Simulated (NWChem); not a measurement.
**Correlation energy of F$_{2}$Mg**

```
Mg
F 1 1.7682
F 1 1.7682 2 180.00
```
Charge 0, spin multiplicity 1.

All runs are NWChem calculations. The geometry was optimised at PBE/def2-SVP, a minimum by its harmonic frequencies.

Basis set: cc-pVTZ. Each correlation energy counts from its own Hartree-Fock reference.

| method | correlation energy (mHa) | difference from CCSD(T) |
|---|---|---|
| SCS-MP2 | -539.7 | +26.6 |
| CR-CCSD(T) | -563.7 | +2.6 |
| CCSD+T(CCSD) | -567.7 | -1.4 |
| CCSD | -551.2 | +15.1 |
| CCSD(T) | -566.3 | 0.0 |
| CR-CCSD[T] | -564.8 | +1.6 |
| MP2 | -555.8 | +10.5 |

The values span 28.0 mHa, from CCSD+T(CCSD) (lowest) to SCS-MP2 (highest). 

The correlated methods keep 7 core orbitals frozen. The structure started from a generated list of species. Coupled-cluster values serve here as a point of comparison, not as the truth.
